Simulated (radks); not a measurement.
The molybdenum ion Mo2+ inside a hard spherical wall (all orbitals vanish at R), configuration held at [Kr] 4d4 and not refilled when levels cross. Calculated with a radial shooting solver on a logarithmic mesh with Libxc functionals: scalar-relativistic Kohn-Sham, PBE, spin-polarised, spherical densities, finite nucleus; open shells are filled with parallel spins first (spin-orbit coupling, left out, can overturn this in heavy ions); Fermi nuclear charge, rms radius 4.4091 fm. Eigenvalues in eV for spin up, with the zero of energy where the potential of the charges vanishes at infinity; a dash marks a level that is unbound or too diffuse for the functional's potential to be trusted. A positive occupied level is held by the wall or, in an anion where self-interaction has pushed it up, behind a barrier. The pressure on the wall is -dE/dV.

R (bohr)  E (hartree)  kinetic (hartree)    e(3d)    e(4s)    e(4p)    e(4d)  e(5s, empty)  e(5p, empty)  pressure (GPa)
free      -4047.85028           4173.609  -239.47  -83.636  -57.760  -21.936       -18.342       -13.151               0
20        -4047.85028           4173.609  -239.47  -83.636  -57.760  -21.936       -18.342       -13.151        < 0.0001
12        -4047.85028           4173.609  -239.47  -83.636  -57.760  -21.936       -18.342       -13.151        < 0.0001
5         -4047.83986           4173.698  -239.04  -83.270  -57.413  -21.584       -17.159       -10.631            1.92
3.5       -4047.65413           4174.778  -235.53  -80.536  -54.810  -18.410        -7.544         3.044            75.7
3         -4047.29204           4176.665  -231.21  -77.442  -51.732  -14.244         4.885        18.603             316
2.5       -4046.08750           4182.501  -221.26  -70.494  -44.350   -4.196        34.290        52.773            1600
